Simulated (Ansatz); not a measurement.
A nudged elastic band was laid between two geometries of H₃LiOSSi (7 atoms, charge 0, multiplicity 1).

The calculation used RKS PBE-D4/def2-SVP in Ansatz.

```json
{
  "movable images": "5",
  "climbing image": "yes",
  "spring": "5.0 eV/Å²",
  "optimiser": "quadratic models (default)",
  "start path": "through a guess of the saddle point",
  "force threshold": "0.05 eV/Å",
  "iteration limit": "60",
  "end points": "relaxed"
}
```

First end point:

```xyz
7
Properties=species:S:1:pos:R:3
Li 0.541 -2.497 1.858
O 0.955 -1.329 0.850
S 1.481 -0.157 -0.189
Si -0.398 0.813 -0.558
H -0.156 1.952 -1.519
H -1.011 1.354 0.712
H -1.411 -0.136 -1.154
```

Last end point:

```xyz
7
Properties=species:S:1:pos:R:3
Li -0.193 -1.037 1.123
O 1.442 -0.821 0.470
S 1.076 0.082 -0.795
Si -1.235 0.605 -0.698
H 1.421 1.385 -0.434
H -1.068 0.735 0.872
H -1.443 -0.950 -0.538
```

Task: What changes between the two ends?

Result: Bonds broken: Si4–H5. Bonds formed: Li1–S3, Li1–Si4, S3–H5.

Task: Give the energies along the band, and the barrier.

Result: The forces met the threshold. The highest image is number 3 of 0 to 6, 157.9 kJ/mol above the first end and 89.4 kJ/mol above the last; the last end lies 68.5 kJ/mol above the first. A vibrational analysis at the climbing image gives one clearly imaginary mode, 740i cm⁻¹: a first-order saddle point. The orbitals stay closed-shell, which can raise the energy where a bond breaks towards radicals; this wasn't checked here.

```csv
image,path coordinate (Å),energy (kJ/mol),Si4–H5 (Å),Li1–S3 (Å),Li1–Si4 (Å)
0,0.00,0.0,1.51,3.25,4.20
1,1.08,8.9,1.51,3.16,3.53
2,2.15,50.5,1.49,2.64,2.71
3,3.23,157.9,1.68,2.50,2.71
4,3.69,122.2,2.02,2.54,2.81
5,4.16,78.6,2.48,2.56,2.80
6,4.62,68.5,2.78,2.56,2.66
```

Task: What is the geometry of the highest image?

Result: 
```xyz
7
Properties=species:S:1:pos:R:3
Li -0.038 -1.057 1.300
O 1.521 -1.297 0.527
S 1.293 -0.187 -0.626
Si -0.760 0.700 -0.631
H 0.715 1.487 -0.533
H -0.955 0.772 0.904
H -1.776 -0.418 -0.942
```

Task: What are the harmonic wavenumbers there?

Result: 740i, 160, 229, 269, 306, 441, 595, 671, 683, 828, 901, 1041, 1491, 1925, 1942 cm⁻¹.

Time of the run: 110 s on 1 thread of Intel(R) Xeon(R) 6975P-C (Granite Rapids), on a shared host, peak memory 0.15 GiB.
